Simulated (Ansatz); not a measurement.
`BOC[SiH2]Cl` + `CB[SiH3]` → `CB[SiH2][SiH2]Cl` + `BOC`  (formal exchange of groups at the Si–C bond)

Calculated with Ansatz (gas phase, PBE0-D4/def2-TZVP geometries, no zero-point term in ΔE). CCSD(T)/CBS adds triple-zeta CCSD(T) − MP2 to the extrapolated MP2 energy (def2 sets, frozen cores). One conformer a species, not always the lowest.

`BOC[SiH2]Cl`:

```xyz
11

B     0.108   -0.335    2.089
O     0.651    0.239    1.004
C    -0.142    0.727   -0.073
Si    0.195   -0.336   -1.593
Cl   -0.934    0.403   -3.145
H    -1.087   -0.428    2.187
H     0.868   -0.731    2.923
H     0.140    1.766   -0.268
H    -1.207    0.709    0.183
H    -0.216   -1.736   -1.330
H     1.623   -0.277   -1.976
```

`CB[SiH3]`:

Cartesian coordinates in Å:
```
C -0.453 1.493 0.246
B 0.169 0.342 -0.585
Si 0.387 -1.552 0.078
H -1.512 1.479 -0.072
H -0.088 2.491 -0.008
H -0.462 1.355 1.329
H 0.512 0.568 -1.714
H -0.145 -2.543 -0.901
H -0.257 -1.812 1.398
H 1.849 -1.822 0.228
```

`CB[SiH2][SiH2]Cl`:

```xyz
13

C     1.420   -0.988    1.323
B     1.310    0.168    0.299
Si    0.146    0.066   -1.336
Si   -1.942    0.858   -0.618
Cl   -2.490   -0.182    1.089
H     1.234   -1.992    0.937
H     0.593   -0.774    2.025
H     2.331   -0.975    1.926
H     1.820    1.226    0.548
H     0.566    0.954   -2.458
H    -0.074   -1.310   -1.866
H    -3.021    0.655   -1.617
H    -1.894    2.297   -0.253
```

`BOC`:

Cartesian coordinates in Å:
```
B 0.813 -0.931 -0.541
O -0.292 -0.652 0.162
C -0.687 0.673 0.453
H 1.512 -0.040 -0.949
H 1.057 -2.087 -0.731
H 0.015 1.398 0.033
H -1.682 0.844 0.036
H -0.736 0.796 1.537
```

```json
{"species": "`BOC[SiH2]Cl`", "CCSD(T)/CBS(def2) energy (Eh)": "-890.55497"}
{"species": "`CB[SiH3]`", "CCSD(T)/CBS(def2) energy (Eh)": "-356.10570"}
{"species": "`CB[SiH2][SiH2]Cl`", "CCSD(T)/CBS(def2) energy (Eh)": "-1105.62397"}
{"species": "`BOC`", "CCSD(T)/CBS(def2) energy (Eh)": "-141.04597"}
```

Problem. Work out ΔE.

Solution. ΔE = (-1105.62397) + (-141.04597) − (-890.55497) − (-356.10570) = -0.00927 Eh = -24.3 kJ/mol.

Largest T1 diagnostic among the species: 0.014.

The D4 term adds −4.3 kJ/mol with B3LYP and −2.7 kJ/mol with PBE0; it sums over pairs of atoms, weighted by their polarisabilities, and B3LYP, whose exchange is more repulsive, gets the larger term. In def2-TZVPP, CCSD(T) changes the Hartree–Fock value by −10.4 kJ/mol (the triples alone add −2.0 kJ/mol) and MP2 by −8.3 kJ/mol.

B3LYP here is the variant with VWN-RPA as its local correlation; programs differ in this.
